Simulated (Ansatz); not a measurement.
F3H3Si2 (`F[SiH2][SiH](F)F`) at its PBE0-D4/def2-TZVP geometry, where that method's forces vanish. Total charge 0; spin multiplicity 1.

```csv
atom,x (Å),y (Å),z (Å)
F1,1.228,1.741,-0.817
Si2,-0.170,1.139,-0.310
Si3,0.156,-1.122,0.262
F4,-1.263,-1.724,0.669
F5,1.099,-1.224,1.539
H6,-0.628,1.926,0.861
H7,-1.154,1.257,-1.416
H8,0.732,-1.993,-0.788
```

For each bond, give half the difference of the two atoms' forces along it (eV/Å; positive pushes the atoms apart) under PBE-D4, r2SCAN-D4, B3LYP-D4, ωB97M-V in def2-TZVPP. (Best estimate.)

Ansatz gave: 
```json
{"bond": "F1–Si2", "length (Å)": "1.604", "PBE-D4": "0.54", "r2SCAN-D4": "0.05", "B3LYP-D4": "0.22", "ωB97M-V": "0.22"}
{"bond": "Si2–Si3", "length (Å)": "2.355", "PBE-D4": "-0.29", "r2SCAN-D4": "-0.04", "B3LYP-D4": "-0.01", "ωB97M-V": "-0.09"}
{"bond": "Si2–H6", "length (Å)": "1.484", "PBE-D4": "0.04", "r2SCAN-D4": "-0.01", "B3LYP-D4": "-0.11", "ωB97M-V": "-0.15"}
{"bond": "Si2–H7", "length (Å)": "1.485", "PBE-D4": "0.04", "r2SCAN-D4": "-0.02", "B3LYP-D4": "-0.11", "ωB97M-V": "-0.14"}
{"bond": "Si3–F4", "length (Å)": "1.594", "PBE-D4": "0.50", "r2SCAN-D4": "0.05", "B3LYP-D4": "0.19", "ωB97M-V": "0.17"}
{"bond": "Si3–F5", "length (Å)": "1.591", "PBE-D4": "0.51", "r2SCAN-D4": "0.06", "B3LYP-D4": "0.19", "ωB97M-V": "0.17"}
{"bond": "Si3–H8", "length (Å)": "1.481", "PBE-D4": "-0.01", "r2SCAN-D4": "-0.03", "B3LYP-D4": "-0.15", "ωB97M-V": "-0.20"}
```

B3LYP here is the variant with VWN-RPA as its local correlation; programs differ in this.
